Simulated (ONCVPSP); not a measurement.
## Transferability test, ONCV potential for nitrogen (N)

ONCVPSP 4.0.1 input, shortened (lines: element, Z, core and valence counts, functional; n l f; lmax; l rc ep ncon nbas qcut; lloc lpopt rc5 dvloc0; l nproj debl; icmod fcfact rcfact), LDA (Perdew-Zunger), scalar-relativistic:

```
  N 7.00    1    2        3      upf
    1    0    2.00
    2    0    2.00
    2    1    3.00
    1
    0    1.05    0.00    4    8    5.20
    1    1.25    0.00    5    9    7.90
    0    5    1.05    0.00
    0    0    4.00
    1    1    3.70
    3    4.75    1.30
```

Energies are relative to the spin-unpolarised reference configuration 2s2 2p3; without spin polarisation the order of configurations can differ from experiment.

| valence configuration | charge | ΔE all-electron (eV) | error AE − PS (meV) |
| --- | --- | --- | --- |
| 2s2 2p1 | +2 | 42.701 | +106 |
| 2s2 2p0 | +3 | 89.866 | +465 |
| 2s2 2p2.5 | +0.5 | 5.167 | +1.6 |

Problem. What are ΔE and the potential's error for 2s2 2p2?

Solution. ΔE = 13.732 eV all-electron; the error (AE − PS) is +11 meV.

Levels in the configuration 2s2 2p1:

```csv
level,all-electron (eV),pseudo (eV)
2s,-48.893,-48.842
2p,-37.616,-37.431
```
